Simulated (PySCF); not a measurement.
## I⁺: ionisation energy

I⁺ [Kr] 4d10 5s2 5p4 (3P) → I²⁺ [Kr] 4d10 5s2 5p3 (4S), as a difference of total energies. Calculation: PySCF 2.14, in x2c-TZVPPall with one added diffuse shell each of s, p, d, f type (9s7p5d3f, 76 functions); the spin-free X2C one-electron Hamiltonian (Gaussian nucleus). Correlated levels: valence: [Kr] 4d10 frozen. The calculations carry no spin-orbit coupling.

```csv
method,ionisation energy (eV),error (eV)
UHF,17.687,-1.063
MP2 (valence),18.282,-0.468
SCS-MP2 (valence),18.337,-0.413
CCSD (valence),18.407,-0.343
CCSD(T) (valence),18.431,-0.319
```

Reference: 18.750 eV (measured; NIST levels, between the centres of gravity of the two terms).

Errors of the correlated levels include the incompleteness of this basis and the frozen core.
